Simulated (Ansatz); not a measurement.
## Two structures, one formula

The two ends of one reaction step of Si2NH8F, closed shell (PBE0-D4/def2-TZVP).

A:

Si1  (-1.032, 0.528, 0.394)
F2  (0.604, -2.480, -0.333)
H3  (-2.133, -0.081, -0.399)
H4  (-1.472, 1.844, 0.931)
N5  (-0.636, -0.484, 1.723)
H6  (0.889, -1.774, -0.867)
Si7  (0.740, 0.944, -1.106)
H8  (-0.291, -1.413, 1.532)
H9  (-0.186, -0.085, 2.531)
H10  (1.905, 1.593, -0.444)
H11  (1.272, -0.346, -1.673)
H12  (0.341, 1.755, -2.288)
(Å)

B:

```xyz
12
angstrom
Si -1.6531 -0.3200 0.7722
F -1.3103 -0.6579 -0.7621
H -2.7938 -1.1921 1.1277
H -1.9655 1.1249 0.8024
N -0.3877 -0.6262 1.8566
H 1.8152 -0.7605 -1.1669
Si 1.5684 0.6408 -1.5859
H -0.1717 -1.5568 2.1727
H 0.4044 -0.0102 1.9344
H 0.9755 1.3987 -0.4526
H 2.8632 1.2761 -1.9465
H 0.6554 0.6833 -2.7519
```

Computed with Ansatz 0.2.0 (basis: def2-TZVPP); correlated methods freeze the cores. B3LYP uses VWN-RPA correlation.

(1) Which structure is lower at CCSD(T), and by how much? (To be estimated.)

T1 diagnostic: at most 0.012.

Results:

(1) By the calculation: B, by 37.27 kcal/mol (electronic energy, against the other). By their contacts, A is a complex of Si₂NH₇ ([NH2][SiH2][SiH3]) + HF and B is a complex of SiNH₄F ([NH2][SiH2][F]) + SiH₄.

All methods give the same order:

```csv
method,E(B) − E(A) (kcal/mol)
SPW92,-29.11
PBE-D4,-30.07
BLYP-D4,-35.45
r2SCAN-D4,-35.74
B97M-V,-36.30
PBE0-D4,-32.20
B3LYP-D4,-36.89
r2SCAN0-D4,-36.37
BHLYP-D4,-39.74
CAM-B3LYP-D4,-39.05
wB97X-V,-37.15
wB97M-V,-38.25
B2PLYP,-38.63
PBE-QIDH,-35.75
RPA on PBE,-38.15
HF,-45.77
MP2,-38.57
CCSD,-38.46
CCSD(T),-37.27
```

Labels in which every atom is bracketed show which atoms are joined, not bond orders.

For scale, one of the runs: CCSD(T)/def2-TZVPP, 258 basis functions, launched by `ansatz run in.yaml --threads 4 --pin off --events-out ev --progress --plain --max-ram 9574MiB`. The run took 2.5 min on 4 CPU threads of an Arm Neoverse V1 (shared host), with 5.7 GiB of host memory at its peak.
